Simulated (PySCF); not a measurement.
C₇H₁₁NOSi.
Z-matrix (Å and degrees, PBE0-D3(BJ)/def2-SVP geometry), rows numbered from 1:
```
C 
C   1  1.4206
C   2  1.3781  1  107.00
N   3  1.3698  2  108.51  1    -0.06
C   4  1.4451  3  124.99  2  -179.91
C   5  1.5412  4  112.45  3   116.39
O   6  1.4069  5  108.81  4   168.35
Si  7  1.6852  6  112.85  5   -26.56
C   5  1.5368  4  114.94  3  -120.24
C   4  1.3712  3  108.99  2     0.12
H   1  1.0881  2  127.07  3   179.98
H   2  1.0882  1  127.10  3   179.99
H   3  1.0884  2  130.93  1   179.91
H   5  1.1017  4  106.02  3    -0.69
H   6  1.1015  5  110.62  4   -71.23
H   6  1.1065  5  109.57  4    46.99
H   8  1.4918  7  112.01  6  -114.31
H   8  1.4916  7  110.41  6   123.96
H   9  1.1024  5  110.21  4   -44.44
H   9  1.0991  5  112.04  4    75.19
H  10  1.0879  1  130.29  2  -179.76
```

The closed-shell ground state was solved at several levels (PySCF, density fitting, gas phase, non-relativistic).

```json
{"level": "PBE0/pcSseg-1", "basis functions": "232", "HOMO (eV)": "-6.18", "LUMO (eV)": "0.29", "gap (eV)": "6.47", "dipole (D)": "1.37"}
{"level": "CAM-B3LYP/pcSseg-1", "basis functions": "232", "HOMO (eV)": "-7.42", "LUMO (eV)": "1.37", "gap (eV)": "8.79", "dipole (D)": "1.40"}
```

Problem. Estimate the row for wB97X-D/def2-SVPD, a basis of 295 functions; the other rows only guide the guess.

Solution. HOMO -8.01 eV, LUMO 1.83 eV, gap 9.84 eV, dipole 1.35 D.

Problem. Over all these levels, which gives the widest orbital gap and which the narrowest?

Solution. wB97X-D/def2-SVPD (range-separated hybrid) has the widest, 9.84 eV, and PBE0/pcSseg-1 (global hybrid, 25 % exact exchange) the narrowest, 6.47 eV. Functional and basis both differ between the two, so the spread mixes both effects.

Problem. How far do the dipole and the HOMO energy spread over the levels?

Solution. The dipole runs from 1.35 to 1.40 D (mean 1.37 D) and the HOMO from -8.01 to -6.18 eV.

One conformer stands for the species.
